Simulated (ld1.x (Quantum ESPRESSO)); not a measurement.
Reading a pseudo-wave (hydrogen (H))

Columns: radius, all-electron u(r) and pseudo u(r) of the 1s shell (level -12.68 eV) of hydrogen in the configuration 1s0.5; PBE, scalar-relativistic, TM scheme, ld1.x (Quantum ESPRESSO) 7.5.

```
r (bohr)  all-electron  pseudo
   0.055        0.1124  0.0925
   0.110        0.2123  0.1833
   0.165        0.3009  0.2706
   0.220        0.3789  0.3528
   0.275        0.4472  0.4285
   0.330        0.5066  0.4964
   0.385        0.5579  0.5558
   0.440        0.6018  0.6061
   0.495        0.6389  0.6475
   0.550        0.6699  0.6805
   0.605        0.6953  0.7058
   0.660        0.7156  0.7247
   0.715        0.7314  0.7382
   0.770        0.7430  0.7475
   0.825        0.7509  0.7534
   0.880        0.7556  0.7567
   0.935        0.7572  0.7575
   0.990        0.7562  0.7562
   1.045        0.7528  0.7528
   1.100        0.7474  0.7474
   1.155        0.7401  0.7401
   1.210        0.7313  0.7313
   1.265        0.7210  0.7210
   1.320        0.7096  0.7096
   1.375        0.6971  0.6971
   1.430        0.6838  0.6838
```

(1) How many radial nodes do the two functions have?

(2) At about which radius was the pseudo-wave matched?

(3) Is the pseudo-wave norm-conserving?

Results:

(1) The all-electron 1s function has n − l − 1 = 0; the pseudo-wave has 0.

(2) 1.10 bohr. The columns agree to 0.0005 from 0.94 bohr on; several derivatives are matched, so the curves merge somewhat inside the radius.

(3) Yes: the TM scheme keeps the norm inside the radius equal to the all-electron one, which fixes the energy derivative of the logarithmic derivative at the level.
